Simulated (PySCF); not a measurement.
**Excitation energy of Au²⁺ by level of theory**

Au²⁺ [Xe] 4f14 5d9 (2D) → Au²⁺ [Xe] 4f14 5d8 6s1 (4F), as a difference of total energies. Calculation: PySCF 2.14, in def2-TZVPPD with the def2 core potential (60 electrons); a scalar-relativistic core potential. Correlated levels: valence and next inner shell: nothing frozen outside the core potential. The calculations carry no spin-orbit coupling.

```
                                method  excitation energy (cm⁻¹)
                                   UHF                     30347
    MP2 (valence and next inner shell)                     32717
SCS-MP2 (valence and next inner shell)                     33626
   CCSD (valence and next inner shell)                     32518
CCSD(T) (valence and next inner shell)                     32715
```
